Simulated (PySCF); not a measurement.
A structure optimised at PBE-D3(BJ)/def2-TZVPD, used in a PySCF frequency run:

```
N
S 1 1.5049
```
Charge 0, spin multiplicity 2.

Question: Write its SMILES, formula and point group.

Answer: [N]=S, NS, C∞v

Question: What are its rotational constants (standard atomic weights)?

Answer: 22.891 GHz (linear rotor, B only)
